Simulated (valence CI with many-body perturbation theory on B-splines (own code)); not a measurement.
## Sensitivity of CI+MBPT for Nb⁹⁺

Computed by valence CI with perturbative core correlation (CI+MBPT): four valence electrons over a frozen Dirac-Fock core [Ar] 3d10, radial functions for each j: 6 s, 6 p, 5 d, 3 f, 1 g, with the one-electron correlation potential Σ1, the two-electron term Σ2, the three-electron term Σ3, Breit, model QED; selected CI, second order for the rest, scaled by the run's own slope (own B-spline code, finite nucleus).

No measured spectrum was set against this ion. As an estimate, levels hold to about 250 cm⁻¹ or 0.2 % of their energy and the worst to 1 %, as in measured heavy ions of charge 2 to 7; those with d or f electrons hold less well.

The reference run has the lowest level 4s2.4p2 3P_0 and an ionisation energy of 180.369 eV. Its largest variational space holds 9998 state functions.

Names give the largest LS component (configuration and term), which can be under half, so a name can repeat, a term be missing and a line seem to break the LS rules; names also repeat where a configuration has a term twice.

Changed runs:
A. correlating orbitals by l 3 3 3 2 1 → 4 4 3 0 0
B. Breit term on → off; QED terms on → off
C. correlating orbitals by l 3 3 3 2 1 → 4 4 0 0 0
D. Davidson iteration limit 60 → 1 (bad on purpose)

Excitation energies of the reference run in cm⁻¹, and shifts in cm⁻¹:

| Level | Reference | A | B | C | D |
| --- | --- | --- | --- | --- | --- |
| 4s2.4p2 3P_1 | 14213 | -123 | +269 | -153 | +242 |
| 4s2.4p2 3P_2 | 22846 | +86 | +338 | +80 | +331 |
| 4s2.4p2 1D_2 | 46888 | +445 | +563 | +474 | +354 |
| 4s2.4p2 1S_0 | 75580 | +949 | +543 | +1080 | +24 |
| 4s.4p3 5S°_2 | 181494 | -933 | +735 | -1364 | +180 |
| 4s.4p3 3D°_1 | 228665 | +74 | +685 | -3.1 | +282 |
| 4s.4p3 3D°_2 | 229292 | +57 | +726 | -26 | +435 |
| 4s.4p3 3D°_3 | 234848 | +26 | +875 | -68 | +517 |
| 4s.4p3 3P°_0 | 259255 | +410 | +824 | +432 | +12 |
| 4s.4p3 3P°_1 | 261184 | +371 | +886 | +384 | +338 |
| 4s.4p3 3P°_2 | 263534 | +310 | +934 | +317 | +526 |
| 4s.4p3 1D°_2 | 291814 | +328 | +990 | +446 | +707 |
| Ionisation energy (eV) | 180.369 | -0.095 | +0.091 | -0.119 | -0.00054 |

Run D: The Davidson iterations stopped at their limit.
